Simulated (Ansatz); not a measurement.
Program: Ansatz.

The input (input.yaml):

```yaml
crystal:
  lattice:
    - [0.0, 5.43, 5.43]
    - [5.43, 0.0, 5.43]
    - [5.43, 5.43, 0.0]
  atoms:
    - { symbol: Si, position: [-0.02071181, -0.02065208, -0.02063203] }
    - { symbol: Si, position: [0.10283786, 0.10282149, 0.10282856] }
    - { symbol: Si, position: [0.01040513, 0.0086392, 0.46328122] }
    - { symbol: Si, position: [0.12345119, 0.12358955, 0.60642734] }
    - { symbol: Si, position: [0.0103295, 0.46327843, 0.00867512] }
    - { symbol: Si, position: [0.12341326, 0.60639236, 0.12360852] }
    - { symbol: Si, position: [0.01313953, 0.49467477, 0.49468749] }
    - { symbol: Si, position: [0.15640614, 0.60842129, 0.60847677] }
    - { symbol: Si, position: [0.46342712, 0.00872373, 0.00863421] }
    - { symbol: Si, position: [0.6062075, 0.122725, 0.12271157] }
    - { symbol: Si, position: [0.49488453, 0.01174003, 0.49396799] }
    - { symbol: Si, position: [0.60856264, 0.15458893, 0.6086604] }
    - { symbol: Si, position: [0.49484739, 0.49398715, 0.01170582] }
    - { symbol: Si, position: [0.60848186, 0.60874897, 0.15452359] }
    - { symbol: Si, position: [0.5169671, 0.51482979, 0.51476851] }
    - { symbol: Si, position: [0.63970382, 0.63862311, 0.63860323] }
    - { symbol: Au, position: [0.80889643, 0.80798199, 0.8079778] }
magnetization:
  spin_polarized: true
basis:
  ecutwfc: 420.0
kpoints:
  mp_grid: { grid: [2, 2, 2] }
hamiltonian:
  xc: pbe
  pseudopotentials: { kind: paw, azcp: { folder: soft_1 } }
scf:
  occupations: { method: gaussian, width: 0.05 }
  lower_state_search: "off"
  max_iter: 72
neb:
  images: 5
  f_tol: 0.03
  initial_path: idpp
  max_iterations: 8
  optimiser: quickmin
  final_atoms:
    - { symbol: Si, position: [0.04189496, -0.01389056, -0.01301739] }
    - { symbol: Si, position: [0.12790434, 0.13003903, 0.13047868] }
    - { symbol: Si, position: [-0.02267417, 0.01909233, 0.50154922] }
    - { symbol: Si, position: [0.12446441, 0.13098262, 0.61410091] }
    - { symbol: Si, position: [-0.02129233, 0.5013477, 0.01840697] }
    - { symbol: Si, position: [0.1260772, 0.61298709, 0.13102411] }
    - { symbol: Si, position: [-0.02444045, 0.50229811, 0.50214923] }
    - { symbol: Si, position: [0.0620872, 0.64595427, 0.64542196] }
    - { symbol: Si, position: [0.4989919, 0.01563895, 0.0165506] }
    - { symbol: Si, position: [0.67105439, 0.10969082, 0.11139443] }
    - { symbol: Si, position: [0.49556304, 0.01676856, 0.47119766] }
    - { symbol: Si, position: [0.60612709, 0.16172494, 0.61605142] }
    - { symbol: Si, position: [0.49734066, 0.47012728, 0.0167107] }
    - { symbol: Si, position: [0.60755028, 0.61580454, 0.16111533] }
    - { symbol: Si, position: [0.43284471, 0.52231678, 0.52118317] }
    - { symbol: Si, position: [0.60449297, 0.61679822, 0.61614511] }
    - { symbol: Au, position: [0.54992327, 0.81670489, 0.81684676] }
  order_check: true
```

Command:

```bash
$ ansatz run input.yaml --threads 2 --pin off --max-ram 5120MiB --backend cpu --events-out ev --progress --plain --runs-dir out
```

What happens when this is run?

The program refused the input.

```
Error: YAML parse error: error: line 42 column 14: unknown variant `quickmin`, expected one of quadratic_models, fire, lbfgs
  --> <input>:42:14
   |
40 |   initial_path: idpp
41 |   max_iterations: 8
42 |   optimiser: quickmin
   |              ^ unknown variant `quickmin`, expected one of quadratic_models, fire, lbfgs
43 |   final_atoms:
44 |     - { symbol: Si, position: [0.04189496, -0.01389056, -0.01301739] }
```
